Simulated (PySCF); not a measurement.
Species: C2H9NSi2.
Atom-mapped SMILES: `[CH2:1]=[N:2][SiH2:3][SiH2:4][CH3:5]` (hydrogens: H6, H7 on C1; H8, H9 on Si3; H10, H11 on Si4; H12, H13, H14 on C5)

Structure used (PBE0-D3(BJ)/def2-SVP), in Å, numbered top down from 1:
```xyz
14
C2H9NSi2 angstrom
C     -2.587    0.985    0.111
N     -1.598    0.312   -0.291
Si    -0.906   -1.093    0.517
Si     1.237   -0.404    1.175
C      2.129    0.331   -0.312
H     -3.184    0.749    1.020
H     -2.921    1.880   -0.448
H     -0.824   -2.188   -0.496
H     -1.743   -1.571    1.674
H      1.085    0.621    2.257
H      1.994   -1.562    1.751
H      2.302   -0.439   -1.079
H      1.507    1.121   -0.759
H      3.100    0.763   -0.026
```

The calculation used PBE0-D3(BJ)/def2-SVP geometry optimisation, gas phase (PySCF).

Masses are those of the commonest isotopes; rigid-rotor values at the optimised geometry. The values belong to one conformer with, in the numbering `[CH2:1]=[N:2][SiH2:3][SiH2:4][CH3:5]`, C1–N2–Si3–Si4 -114°, N2–Si3–Si4–C5 -51°.

(1) What are A, B and C (GHz)?

(2) What kind of rotor is it?

(3) Is it planar, by Δ = Ic − Ia − Ib?

(4) Predict some low-J microwave lines.

## Answers

(1) Ia = 101.18, Ib = 311.43, Ic = 358.54 u·Å²; 505379 MHz·u·Å²/I gives 4995, 1623 and 1410 MHz, that is A = 4.9947, B = 1.6228, C = 1.4095 GHz.

(2) An asymmetric top. Ray's parameter κ = (2B − A − C)/(A − C) = -0.881; −1 is the prolate and +1 the oblate limit.

(3) Not planar: Δ = Ic − Ia − Ib = -54.07 u·Å². For a rigid frame Δ = −2 Σ m c², so Σ m c² = 27.03 u·Å² lies off the ab plane: 11.32 from hydrogen and 15.71 from heavier atoms. The atom farthest from that plane is 1.93 Å away.

(4) The dipole components are |μa| = 0.45 D, |μb| = 0.23 D, |μc| = 0.60 D. The squared components, which scale the intensities, stand as 0.56 : 0.14 : 1.00 (a : b : c). Some of the stronger lines:

```json
{"type": "a", "branch": "Q", "J(Ka,Kc)": "2(1,1) ← 2(1,2)", "MHz": "640", "lower level (cm⁻¹)": "0.409"}
{"type": "b", "branch": "R", "J(Ka,Kc)": "2(0,2) ← 1(1,1)", "MHz": "2683", "lower level (cm⁻¹)": "0.214"}
{"type": "a", "branch": "R", "J(Ka,Kc)": "1(0,1) ← 0(0,0)", "MHz": "3032", "lower level (cm⁻¹)": "0.000"}
{"type": "c", "branch": "Q", "J(Ka,Kc)": "2(1,2) ← 2(0,2)", "MHz": "3168", "lower level (cm⁻¹)": "0.303"}
{"type": "c", "branch": "Q", "J(Ka,Kc)": "1(1,1) ← 1(0,1)", "MHz": "3372", "lower level (cm⁻¹)": "0.101"}
{"type": "b", "branch": "Q", "J(Ka,Kc)": "1(1,0) ← 1(0,1)", "MHz": "3585", "lower level (cm⁻¹)": "0.101"}
{"type": "b", "branch": "Q", "J(Ka,Kc)": "2(1,1) ← 2(0,2)", "MHz": "3808", "lower level (cm⁻¹)": "0.303"}
{"type": "a", "branch": "R", "J(Ka,Kc)": "2(1,2) ← 1(1,1)", "MHz": "5851", "lower level (cm⁻¹)": "0.214"}
{"type": "a", "branch": "R", "J(Ka,Kc)": "2(0,2) ← 1(0,1)", "MHz": "6055", "lower level (cm⁻¹)": "0.101"}
{"type": "a", "branch": "R", "J(Ka,Kc)": "2(1,1) ← 1(1,0)", "MHz": "6278", "lower level (cm⁻¹)": "0.221"}
{"type": "b", "branch": "R", "J(Ka,Kc)": "1(1,1) ← 0(0,0)", "MHz": "6404", "lower level (cm⁻¹)": "0.000"}
{"type": "c", "branch": "R", "J(Ka,Kc)": "1(1,0) ← 0(0,0)", "MHz": "6617", "lower level (cm⁻¹)": "0.000"}
{"type": "b", "branch": "R", "J(Ka,Kc)": "2(1,2) ← 1(0,1)", "MHz": "9223", "lower level (cm⁻¹)": "0.101"}
{"type": "c", "branch": "R", "J(Ka,Kc)": "2(1,1) ← 1(0,1)", "MHz": "9863", "lower level (cm⁻¹)": "0.101"}
{"type": "c", "branch": "Q", "J(Ka,Kc)": "2(2,1) ← 2(1,1)", "MHz": "10116", "lower level (cm⁻¹)": "0.430"}
{"type": "b", "branch": "Q", "J(Ka,Kc)": "2(2,0) ← 2(1,1)", "MHz": "10125", "lower level (cm⁻¹)": "0.430"}
{"type": "b", "branch": "Q", "J(Ka,Kc)": "2(2,1) ← 2(1,2)", "MHz": "10755", "lower level (cm⁻¹)": "0.409"}
{"type": "b", "branch": "R", "J(Ka,Kc)": "2(2,1) ← 1(1,0)", "MHz": "16394", "lower level (cm⁻¹)": "0.221"}
{"type": "c", "branch": "R", "J(Ka,Kc)": "2(2,0) ← 1(1,0)", "MHz": "16403", "lower level (cm⁻¹)": "0.221"}
{"type": "c", "branch": "R", "J(Ka,Kc)": "2(2,1) ← 1(1,1)", "MHz": "16607", "lower level (cm⁻¹)": "0.214"}
{"type": "b", "branch": "R", "J(Ka,Kc)": "2(2,0) ← 1(1,1)", "MHz": "16617", "lower level (cm⁻¹)": "0.214"}
```

PBE0-D3(BJ)/def2-SVP frequencies: not computed here. Zero-point vibration and centrifugal distortion are left out. A rigid rotor knows nothing of internal rotation, which can split or shift real lines. Quadrupole hyperfine structure (14N) is left out.
